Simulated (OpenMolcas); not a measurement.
Tc3+: from CASSCF to CASPT2

| Item | Value |
| --- | --- |
| Program | OpenMolcas 26.06 |
| Basis | ANO-RCC-VQZP [8s7p5d3f2g1h] |
| Scalar Hamiltonian | DKH2, point nucleus |
| Active space | 4 electrons in 10 orbitals (4d 5d) |
| State averaging | 2S+1 = 5 even, 5 roots; 2S+1 = 3 even, 45 roots; 2S+1 = 1 even, 49 roots |
| Spin-orbit coupling | RASSI with atomic mean-field integrals over the reference wave functions, term energies averaged over their components |

Methods on the same reference wave functions:
A. CASSCF
B. SS-CASPT2, IPEA 0.25 Eh, imaginary shift 0.1 Eh (closed shells correlated: 4s 4p)
C. MS-CASPT2, IPEA 0.25 Eh, imaginary shift 0.1 Eh (closed shells correlated: 4s 4p)

Energies in cm-1 above 4d4 5D0.

```json
{"Level": "4d4 5D0", "A": "0.0", "B": "0.0", "C": "0.0"}
{"Level": "4d4 5D1", "A": "320", "B": "345", "C": "344"}
{"Level": "4d4 5D2", "A": "894", "B": "942", "C": "940"}
{"Level": "4d4 5D3", "A": "1655", "B": "1708", "C": "1705"}
{"Level": "4d4 5D4", "A": "2554", "B": "2590", "C": "2590"}
{"Level": "4d4 3H4", "A": "17779", "B": "15560", "C": "15560"}
{"Level": "4d4 3P0(1)", "A": "17915", "B": "14260", "C": "14270"}
{"Level": "4d4 3H5", "A": "18538", "B": "16400", "C": "16400"}
{"Level": "4d4 3H6", "A": "19236", "B": "17140", "C": "17140"}
{"Level": "4d4 3P1(1)", "A": "19673", "B": "16040", "C": "16030"}
{"Level": "4d4 3F3(1) [69 %]", "A": "20650", "B": "17430", "C": "17430"}
{"Level": "4d4 3F2(1)", "A": "20832", "B": "17550", "C": "17560"}
{"Level": "4d4 3F4(1) [73 %]", "A": "21074", "B": "17950", "C": "17950"}
{"Level": "4d4 3P2(1)", "A": "22269", "B": "18580", "C": "18560"}
{"Level": "4d4 3G3 [69 %]", "A": "23034", "B": "19820", "C": "19810"}
{"Level": "4d4 3G4", "A": "23537", "B": "20330", "C": "20320"}
{"Level": "4d4 3G5", "A": "24008", "B": "20890", "C": "20880"}
{"Level": "4d4 1I6", "A": "27642", "B": "24690", "C": "24690"}
{"Level": "4d4 3D3", "A": "28865", "B": "24020", "C": "24020"}
{"Level": "4d4 3D2", "A": "29053", "B": "24230", "C": "24230"}
{"Level": "4d4 3D1", "A": "29422", "B": "24600", "C": "24600"}
{"Level": "4d4 1G4(1)", "A": "29651", "B": "26080", "C": "26080"}
{"Level": "4d4 1S0", "A": "33749", "B": "28480", "C": "28460"}
{"Level": "4d4 1D2(1)", "A": "35571", "B": "30110", "C": "30100"}
```

Between B and C the level of the table that moves most is 4d4 3P2(1), by 17 cm-1 (lowest in C, highest in B). Moves below CASPT2's spread within the term are not significant.

From A to B the spin-free energies of the other terms of 4d4 shown, above 5D, scale by factors of 0.81 to 0.88, as is usual when dynamic correlation screens the repulsion within a d or f shell.

The lowest spin-free term lies below A's lowest term by 0.364 hartree in B, 0.364 hartree in C.

CASPT2 breaks the degeneracy within a term, and the mean is taken; among the terms shown or strongly mixed into the levels shown the widest spread is 1300 cm-1 (4d4 1I, C). Active for correlation alone: 5d; no level in the range computed is led by a configuration that fills it, so any true level of that kind is missing. Without dynamic correlation excited terms often stand tens of per cent too high (terms of higher spin than the ground term too low), and those without a measured partner can miss by more than the paired ones (holds for A). The CASPT2 spread within a term exceeds the gap to the next term for 4d4 3D and 4d4 1I, 4d4 1I and 4d4 1G(1), so the order of their levels is uncertain (holds for C). Only configurations of the active space appear. Levels that lie high or do not pair safely by name in every column are left out.

A share in square brackets marks a mixed level and gives the weight of the term that names it, the lowest over the columns. A number in round brackets counts repeated terms of one configuration in the order of the reference energies.
